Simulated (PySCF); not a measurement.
## Spin-rotation constants: `[C@@H]1(S)CC[C@@H](CC)B(C)C1`, C$_{8}$H$_{17}$BS

Molfile (atoms numbered from 1):
```
C8H17BS
     RDKit          3D

 27 27  0  0  0  0  0  0  0  0999 V2000
    3.2148   -0.0749   -0.5069 C   0  0  0  0  0  0  0  0  0  0  0  0
    1.9717   -0.8211   -0.0313 C   0  0  0  0  0  0  0  0  0  0  0  0
    0.6480   -0.1479   -0.4334 C   0  0  2  0  0  0  0  0  0  0  0  0
    0.5082    1.2314    0.2322 C   0  0  0  0  0  0  0  0  0  0  0  0
   -0.8537    1.8681   -0.0367 C   0  0  0  0  0  0  0  0  0  0  0  0
   -1.9599    1.0386    0.5944 C   0  0  1  0  0  0  0  0  0  0  0  0
   -3.6001    1.8687    0.3856 S   0  0  0  0  0  0  0  0  0  0  0  0
   -2.0390   -0.3490   -0.0282 C   0  0  0  0  0  0  0  0  0  0  0  0
   -0.6432   -1.0548   -0.2523 B   0  0  0  0  0  0  0  0  0  0  0  0
   -0.5901   -2.6218   -0.3958 C   0  0  0  0  0  0  0  0  0  0  0  0
    3.1847    0.0677   -1.5855 H   0  0  0  0  0  0  0  0  0  0  0  0
    4.1094   -0.6450   -0.2641 H   0  0  0  0  0  0  0  0  0  0  0  0
    3.3010    0.8989   -0.0320 H   0  0  0  0  0  0  0  0  0  0  0  0
    2.0048   -0.9180    1.0563 H   0  0  0  0  0  0  0  0  0  0  0  0
    1.9973   -1.8273   -0.4518 H   0  0  0  0  0  0  0  0  0  0  0  0
    0.7044    0.0283   -1.5190 H   0  0  0  0  0  0  0  0  0  0  0  0
    0.6408    1.1211    1.3119 H   0  0  0  0  0  0  0  0  0  0  0  0
    1.2852    1.9073   -0.1291 H   0  0  0  0  0  0  0  0  0  0  0  0
   -1.0282    1.9397   -1.1125 H   0  0  0  0  0  0  0  0  0  0  0  0
   -0.8676    2.8816    0.3736 H   0  0  0  0  0  0  0  0  0  0  0  0
   -1.7991    0.9575    1.6731 H   0  0  0  0  0  0  0  0  0  0  0  0
   -3.2991    2.9672    1.0755 H   0  0  0  0  0  0  0  0  0  0  0  0
   -2.7416   -0.9623    0.5409 H   0  0  0  0  0  0  0  0  0  0  0  0
   -2.4877   -0.2465   -1.0246 H   0  0  0  0  0  0  0  0  0  0  0  0
   -0.1592   -3.0523    0.5086 H   0  0  0  0  0  0  0  0  0  0  0  0
    0.0463   -2.9498   -1.2154 H   0  0  0  0  0  0  0  0  0  0  0  0
   -1.5680   -3.0790   -0.5285 H   0  0  0  0  0  0  0  0  0  0  0  0
  1  2  1  0
  2  3  1  0
  3  4  1  0
  4  5  1  0
  5  6  1  0
  6  7  1  0
  6  8  1  0
  8  9  1  0
  9 10  1  0
  9  3  1  0
  1 11  1  0
  1 12  1  0
  1 13  1  0
  2 14  1  0
  2 15  1  0
  3 16  1  6
  4 17  1  0
  4 18  1  0
  5 19  1  0
  5 20  1  0
  6 21  1  1
  7 22  1  0
  8 23  1  0
  8 24  1  0
 10 25  1  0
 10 26  1  0
 10 27  1  0
M  END
```

Level of theory: PySCF, GIAO PBE0/pcSseg-1 magnetisability, rotational g tensor and spin-rotation constants, non-relativistic, gas phase. Geometry: GFN2-xTB.

Q: Give the nuclear spin-rotation constants along the inertial axes (H = +C I·J) beside the isotropic shieldings.

A: Rotational constants 1.9518, 0.5989, 0.4756 GHz. A star marks the isotopologue with that one atom substituted, in its own axes.
```
atom  isotope  Caa (kHz)  Cbb (kHz)  Ccc (kHz)  mean (kHz)  σ (ppm)
  B9      11B      0.949      0.289      0.073       0.437     12.1
 H11       1H     -0.216     -0.070      0.010      -0.092     31.1
 H12       1H      0.019     -0.066     -0.045      -0.031     30.5
 H13       1H     -0.182     -0.002     -0.046      -0.076     30.3
 H14       1H     -0.209     -0.071      0.013      -0.089     30.8
 H15       1H     -0.133     -0.009     -0.046      -0.062     29.7
 H16       1H     -0.232     -0.069      0.009      -0.097     31.3
 H17       1H     -0.228     -0.067      0.013      -0.094     30.9
 H18       1H     -0.170      0.001     -0.043      -0.071     29.5
 H19       1H     -0.230     -0.066      0.019      -0.092     30.1
 H20       1H     -0.164      0.003     -0.050      -0.070     29.8
 H21       1H     -0.216     -0.060      0.022      -0.085     28.7
 H22       1H     -0.237      0.003     -0.044      -0.093     29.7
 H23       1H     -0.139     -0.019     -0.037      -0.065     29.5
 H24       1H     -0.176     -0.074      0.003      -0.083     30.7
 H25       1H     -0.187     -0.062     -0.007      -0.085     31.1
 H26       1H     -0.069     -0.065     -0.029      -0.054     30.7
 H27       1H     -0.138     -0.008     -0.056      -0.067     30.8
  C1     13C*      0.279      0.087      0.060       0.142    170.8
  C2     13C*      0.306      0.095      0.073       0.158    159.2
  C3     13C*      0.403      0.122      0.062       0.196    144.4
  C4     13C*      0.310      0.111      0.072       0.164    153.9
  C5     13C*      0.338      0.114      0.090       0.181    141.4
  C6     13C*      0.347      0.108      0.093       0.183    140.4
  S7     33S*      0.305      0.157      0.148       0.204    526.4
  C8     13C*      0.337      0.115      0.073       0.175    149.0
 C10     13C*      0.297      0.080      0.055       0.144    174.0
```
For the geometry as given, no vibrational averaging.
